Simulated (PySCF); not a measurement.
Members of one family of related compounds. Theory: PySCF, TDDFT wB97X-D/def2-SVPD, vertical, gas phase, core orbitals frozen in the response. Geometries: PBE0-D3(BJ)/def2-SVP; one conformer of each isolated species. Triplets are in the Tamm–Dancoff approximation. Relativistic effects are left out although some hold elements past zinc.

**Question.** Rank by computed S1–T1 gap, lowest first.
A. `BSC` (CH5BS)
B. `BCC=C` (C3H7B)
C. `BN[SiH3]` (BH6NSi)
D. `BC[SiH3]` (CH7BSi)
E. `BBr` (BBrH2)
F. `BSC(F)(F)F` (CH2BF3S)
G. `BC(F)=C(F)F` (C2H2BF3)

**Answer.** E (0.30 eV), D (0.55 eV), C (0.72 eV), B (0.94 eV), F (1.31 eV), A (1.54 eV), G (2.09 eV).

```
     SMILES  S1−T1 (eV)  S1 (eV)  T1 (eV)    S1 mainly    T1 mainly  f(S1)
        BBr        0.30     4.72     4.42    H→L (98%)    H→L (96%)  0.000
   BC[SiH3]        0.55     5.98     5.43  H-1→L (93%)  H-1→L (90%)  0.001
   BN[SiH3]        0.72     6.94     6.22  H-1→L (95%)    H→L (85%)  0.000
      BCC=C        0.94     5.40     4.46    H→L (90%)  H→L+2 (46%)  0.007
 BSC(F)(F)F        1.31     6.33     5.02  H-1→L (94%)    H→L (98%)  0.000
        BSC        1.54     6.10     4.56    H→L (55%)    H→L (97%)  0.090
BC(F)=C(F)F        2.09     5.37     3.29    H→L (98%)    H→L (94%)  0.269
```

H and L stand for HOMO and LUMO. For `BN[SiH3]`, `BCC=C` and `BSC(F)(F)F` the leading configurations of S1 and T1 differ. Singlets come from full response and triplets from the Tamm–Dancoff approximation.
